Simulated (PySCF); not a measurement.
Compound: C6H9NO2Si.
Atom-mapped SMILES: `[CH3:1]/[N:2]=[CH:3]\[C@@H:4]1[CH2:5][C:6](=[O:7])[SiH2:8][C:9]1=[O:10]`

NICS = −σ at a ghost point: NICS(0) at the centroid of the ring atoms, NICS(1) 1 Å to either side along the normal of their mean plane, zz for the tensor component along that normal. Level: GIAO PBE0/pcSseg-1 (PySCF, non-relativistic, gas phase) on the GFN2-xTB geometry, one conformer.

Ring bond lengths (Å), with Mayer bond orders in brackets: C4–C5 1.527 (0.98), C5–C6 1.519 (0.94), C6–Si8 1.926 (0.83), Si8–C9 1.927 (0.83), C9–C4 1.532 (0.88).

Question: What do the NICS probes read (ppm)?

Answer: 
| ring | type | NICS(0) | NICS(1), two faces | NICS(1)zz, two faces | rms pucker (Å) | centre to ring atoms, mean (Å) |
| --- | --- | --- | --- | --- | --- | --- |
| C4–C5–C6–Si8–C9 | 5-membered ring with Si; formal bonds all single | 8.8 | 1.8 / -0.8 | 3.9 / -4.1 | 0.15 | 1.42 |

Question: What can be read from them?

Answer: 
- C4–C5–C6–Si8–C9: mean NICS(1)zz -0.1 ppm, near zero. C4, C5, Si8 have four or more neighbours; no verdict on aromaticity is drawn. The two faces differ by 8.0 ppm, so no symmetry operation interchanges them. NICS(0) lies 8 ppm above the mean NICS(1).

Question: What is the mean of the two in-plane components of NICS at the second NICS(1) probe listed for ring C4–C5–C6–Si8–C9, 1 Å off the ring?

Answer: The isotropic value is a third of the trace: (3 × -0.8 − (-4.1))/2 = 0.8 ppm.

Question: What are the shieldings of the ring atoms and their hydrogens in the same run (means over atoms taken as equivalent)?

Answer: 
```csv
atoms,environment,σ isotropic (ppm)
C4,sp3 carbon next to a carbonyl,125.0
C5,sp3 carbon next to a carbonyl,130.4
C6,carbonyl carbon,-58.7
Si8,SiH2 silicon,457.3
C9,carbonyl carbon,-59.5
H on C4,methine hydrogen,27.58
H on C5,methylene hydrogen,28.52
H on C5,methylene hydrogen,28.58
H on Si8,Si–H hydrogen,27.39
H on Si8,Si–H hydrogen,28.13
```

The run took 3.6 min wall, 2.9 min CPU on one thread, Intel Xeon at 2.50 GHz (x86_64) (shared host), and the process peaked at 1.1 GiB of memory. This is the whole shielding run at PBE0/pcSseg-1, SCF included.
